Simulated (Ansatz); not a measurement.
Input for Ansatz (a quantum-chemistry and plane-wave program): U-r2SCAN/def2-TZVPP on SH+, 2S+1 = 3, a spin state set in the input, which need not be the lowest, a point of a bond scan (R = 1.374 Å). Charge +1.

Ansatz 0.2 input:
```yaml
crystal:
  periodic: [false, false, false]
  atoms:
    - {symbol: H, position_ang: [0.00000000, 0.00000000, 0.00000000]}
    - {symbol: S, position_ang: [0.00000000, 0.00000000, 1.37397900]}
basis:
  gaussian:
    orbitals: def2-TZVPP
    pivot_positions_ang: [[0.00000000, 0.00000000, 0.00000000], [0.00000000, 0.00000000, 1.37397900]]
hamiltonian:
  xc: {name: r2SCAN}
total_charge: 1
magnetization: {spin_polarized: true, initial_magnetization: 2}
output: {forces: true, orbitals: {seedname: ./end}}
```

What total energy does the run end on?

-398.3443 hartree.
